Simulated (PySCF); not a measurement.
SMILES Fc1ccc(Br)cc1 (C₆H₄BrF) (GFN2-xTB optimised geometry):

```
12

F     -1.312    -2.615     0.000
C     -0.660    -1.438     0.000
C     -1.394    -0.265     0.000
C     -0.722     0.944     0.000
C      0.663     0.951     0.000
Br     1.585     2.615     0.000
C      1.393    -0.227     0.000
C      0.725    -1.438     0.000
H     -2.471    -0.304     0.000
H     -1.270     1.873     0.000
H      2.471    -0.199     0.000
H      1.263    -2.372     0.000
```

Computed with CAM-B3LYP/def2-TZVP (PySCF 2.14.0).

What are the frontier orbital energies and the dipole moment?

HOMO-2 -9.80 eV, HOMO-1 -9.30 eV, HOMO -8.29 eV, LUMO 0.18 eV, LUMO+1 0.51 eV; dipole moment 0.24 D.

Meta-Löwdin charges at CAM-B3LYP/def2-TZVP: F1 -0.28, C2 0.30, C3 -0.15, C4 -0.11, C5 -0.02, Br6 -0.05, C7 -0.11, C8 -0.15, H9 0.14, H10 0.14, H11 0.14, H12 0.14.
